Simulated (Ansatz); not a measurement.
**Telling isomers of BCl2H3Si apart by their spectra**

These gas-phase data were calculated for one isomer of BCl2H3Si at PBE0-D4/def2-SVP (harmonic, unscaled wavenumbers; equilibrium rotational constants with average atomic masses):

| Item | Value |
| --- | --- |
| rotational constants | 5.559, 1.764, 1.36 GHz |
| all wavenumbers above 1500 cm⁻¹ | 2638, 2228, 2225 |

Candidates:

(1) `B[SiH](Cl)Cl`, a singlet
(2) `ClB[SiH2]Cl`, a singlet

Question: Which candidate do the data belong to?

Answer: Candidate (2). 1 mode lies between 2350 and 2900 cm⁻¹, one for each B–H bond, while (1) has 2.

The same quantities for all candidates:

|  | rotational constants (GHz) | wavenumbers above 1500 cm⁻¹ | E above the lowest, PBE0-D4/def2-SVP (kcal/mol) |
| --- | --- | --- | --- |
| (1) | 4.623, 2.25, 1.689 | 2711, 2601, 2268 | 3.4 |
| (2) | 5.559, 1.764, 1.36 | 2638, 2228, 2225 | 0.0 |

Harmonic stretches to hydrogen usually lie a few per cent above observed fundamentals. Each candidate is one conformer. Programs: Ansatz 0.2.0.
